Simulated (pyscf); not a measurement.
Optimised with ωB97X-D3(BJ)/def2-SVP in PySCF. Correlated levels are frozen-core, on RHF or UHF. ΔMP2 is the change of the MP2 total energy from the triple- to the quadruple-zeta basis. Singlets are restricted, triplets unrestricted.

Singlet (Å):
```xyz
4

Cl     0.8067    -0.2565     1.3697
Ge    -1.1879     0.4382     0.7868
Se    -1.4995    -1.1994    -0.8495
H     -2.8326    -0.6894    -1.1998
```

Triplet (Å):
```xyz
4

Cl     1.6600     2.5679    -0.1306
Ge     1.3749     0.4485    -0.5223
Se    -0.4498    -0.6603     0.4310
H     -1.3780    -0.4392    -0.6898
```

Problem. For these two minima of Cl–Ge:–SeH, which spin state lies lower at CCSD(T)/def2-TZVPP + ΔMP2(QZVPP), and by how much (electronic energies)?

Solution. The singlet, by 220.2 kJ/mol. Zero-point energy shifts E(triplet) − E(singlet) by -1.2 kJ/mol. Other isomers of Cl–Ge:–SeH [singlet] were not searched in full and may lie lower. 

E(triplet) − E(singlet) by level (kJ/mol):

```csv
level,gap
ωB97X-D3(BJ)/def2-TZVP,+219.7
PBE/def2-TZVP,+207.1
r²SCAN/def2-TZVP,+194.8
B3LYP-D3(BJ)/def2-TZVP,+215.8
PBE0-D3(BJ)/def2-TZVP,+201.4
M06-2X/def2-TZVP,+188.6
ωB97M-D3(BJ)/def2-TZVP,+218.2
HF/def2-TZVP,+147.1
MP2/def2-QZVPP,+222.6
CCSD/def2-TZVPP,+202.5
CCSD(T)/def2-TZVPP,+207.0
CCSD(T)/def2-TZVPP + ΔMP2(QZVPP),+220.2
```

The triplet is the lowest one reached from the SCF start used. The CCSD(T) − MP2 part came from Ansatz, without density fitting, on the same reference. The frozen core leaves the outer d or s,p core shells of the metals and heavy elements correlated in the MP2 and CC values, and def2-TZVPP describes them poorly, which can shift differences by a few kcal/mol. Elements up to Kr have no core potential and no relativistic terms here.
